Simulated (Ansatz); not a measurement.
Frontier orbitals of Ge₄H₁₄Si₂, SMILES `[GeH3][SiH2][SiH2][GeH2][GeH2][GeH3]`.

Z-matrix (Å, degrees):
```
Ge
Si 1 2.381
H 1 1.538 2 110.2
H 1 1.537 2 111.6 3 120.6
H 1 1.538 2 109.8 3 -118.9
Si 2 2.334 1 109.2 3 49.2
H 2 1.489 1 109.5 3 -69.5
H 2 1.489 1 109.6 3 171.9
Ge 6 2.381 2 108.5 1 -56.9
H 6 1.490 2 110.0 1 63.8
H 6 1.489 2 110.7 1 -176.3
Ge 9 2.430 6 110.4 2 -48.9
H 9 1.540 6 110.0 2 71.2
H 9 1.541 6 110.4 2 -170.0
Ge 12 2.424 9 112.8 6 84.8
H 12 1.541 9 109.4 6 -154.6
H 12 1.541 9 109.3 6 -37.2
H 15 1.537 12 109.9 9 52.5
H 15 1.538 12 110.1 9 172.3
H 15 1.537 12 111.0 9 -67.7
```

Total charge 0; spin multiplicity 1. Correlated methods include outer-core shells of Ge, which these sets cover unevenly. Scalar relativity is left out up to krypton. The structure was optimised at the PBE0-D4/def2-TZVP level. It is one conformer, not always the lowest. Basis def2-TZVPP, Ansatz 0.2.0.

```
functional  HOMO (eV)  LUMO (eV)  gap (eV)
       PBE      -6.68      -1.31      5.37
    revPBE      -6.63      -1.22      5.41
      PBE0      -7.67      -0.53      7.14
   LC-ωPBE     -10.08       1.52     11.60
   ωB97X-V      -9.78       1.42     11.20
   ωB97M-V      -9.59       1.14     10.73
```

A quarter of exact exchange (PBE0) shifts PBE's HOMO by −0.99 eV and its LUMO by +0.78 eV; full exchange at long range (ωB97M-V) shifts them by −2.91 and +2.45 eV. The gap opens from 5.37 to 10.73 eV, since occupied levels lose self-interaction and empty ones feel all the electrons. A positive LUMO is unbound and depends on the basis.

LC-ωPBE has ω = 0.4 bohr⁻¹.
